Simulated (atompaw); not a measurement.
## terbium (Tb) PAW (atompaw): all-electron and pseudo phase curves

Tb, PAW, made with atompaw 4.2.0.5 (PBE, scalar-relativistic). Core [Kr] 4d10, reference 4f8 5s2 5p6 5d1 6s2 6p0. Waves: 5s (bound): rc 1.55 bohr; 6s (bound): rc 2.50 bohr; 5p (bound): rc 2.60 bohr; 6p (bound, empty): rc 3.00 bohr; 5d (bound): rc 3.00 bohr; 5d channel at 0.2 Ry: rc 3.00 bohr; 4f (bound): rc 1.10 bohr; 4f channel at 0.65 Ry: rc 1.10 bohr. Local part: bessel scheme, radius 2.05 bohr. Core correction: smooth core density matched at 2.70 bohr. Augmentation charge: besselshape compensation charge, radius 2.50 bohr; PAW radius 3.00 bohr; waves and projectors: custom polynom vanderbiltortho.

The phase is arctan(r·u′/u) with u = r·R(r), unwrapped; energies in Ry, scanned from -6 to 5 Ry. A pole is an energy at which the radial function vanishes at the test radius. The pseudo phase is shifted by a multiple of π to meet the all-electron one at the reference energy, and phase errors are pseudo minus all-electron; the curves can meet again beyond the range given. Levels narrower than the energy grid can be missing from the lists of poles.

For each channel, where are the poles, and over which energies does the pseudopotential scatter like the atom?

```json
{"channel": "s", "radius (bohr)": "3.01", "reference energy (Ry)": "-0.31", "poles, all-electron": "-3.73, 2.01", "poles, pseudo": "-3.73, 1.99", "unbroken range about the reference energy with phases within 0.05 rad": "below 4.2", "phase error 1 Ry above the reference energy (rad)": "-0.001"}
{"channel": "p", "radius (bohr)": "3.01", "reference energy (Ry)": "-0.10", "poles, all-electron": "-1.95, 3.27", "poles, pseudo": "-1.94, 3.63", "unbroken range about the reference energy with phases within 0.05 rad": "below 4.6", "phase error 1 Ry above the reference energy (rad)": "+0.031"}
{"channel": "d", "radius (bohr)": "3.01", "reference energy (Ry)": "-0.18", "poles, all-electron": "0.45", "poles, pseudo": "0.45", "unbroken range about the reference energy with phases within 0.05 rad": "below 2.3", "phase error 1 Ry above the reference energy (rad)": "+0.000"}
{"channel": "f", "radius (bohr)": "3.01", "reference energy (Ry)": "-0.66", "poles, all-electron": "-0.66, 3.14", "poles, pseudo": "-0.66, 3.16", "unbroken range about the reference energy with phases within 0.05 rad": "below 4.8", "phase error 1 Ry above the reference energy (rad)": "+0.000"}
```

Phases in the d channel:

| E (Ry) | all-electron | pseudo |
| --- | --- | --- |
| -6.00 | 1.433 | 1.434 |
| -5.76 | 1.430 | 1.431 |
| -5.52 | 1.427 | 1.427 |
| -5.28 | 1.424 | 1.424 |
| -5.04 | 1.420 | 1.421 |
| -4.80 | 1.416 | 1.417 |
| -4.56 | 1.412 | 1.412 |
| -4.32 | 1.407 | 1.408 |
| -4.08 | 1.403 | 1.403 |
| -3.84 | 1.397 | 1.397 |
| -3.60 | 1.391 | 1.391 |
| -3.36 | 1.384 | 1.384 |
| -3.12 | 1.376 | 1.376 |
| -2.88 | 1.367 | 1.367 |
| -2.64 | 1.357 | 1.357 |
| -2.40 | 1.345 | 1.345 |
| -2.16 | 1.330 | 1.330 |
| -1.92 | 1.312 | 1.312 |
| -1.68 | 1.289 | 1.289 |
| -1.44 | 1.258 | 1.258 |
| -1.20 | 1.214 | 1.214 |
| -0.96 | 1.143 | 1.143 |
| -0.72 | 1.010 | 1.010 |
| -0.48 | 0.666 | 0.667 |
| -0.24 | -0.397 | -0.397 |
| 0.00 | -1.210 | -1.210 |
| 0.24 | -1.465 | -1.465 |
| 0.48 | -1.582 | -1.582 |
| 0.72 | -1.657 | -1.657 |
| 0.96 | -1.716 | -1.716 |
| 1.20 | -1.774 | -1.773 |
| 1.44 | -1.837 | -1.835 |
| 1.68 | -1.918 | -1.914 |
| 1.92 | -2.038 | -2.028 |
| 2.16 | -2.241 | -2.215 |
| 2.40 | -2.641 | -2.570 |
| 2.64 | -3.329 | -3.196 |
| 2.88 | -3.916 | -3.809 |
| 3.12 | -4.217 | -4.148 |
| 3.36 | -4.374 | -4.326 |
| 3.60 | -4.468 | -4.430 |
| 3.84 | -4.530 | -4.498 |
| 4.08 | -4.575 | -4.547 |
| 4.32 | -4.610 | -4.583 |
| 4.56 | -4.637 | -4.612 |
| 4.80 | -4.660 | -4.635 |
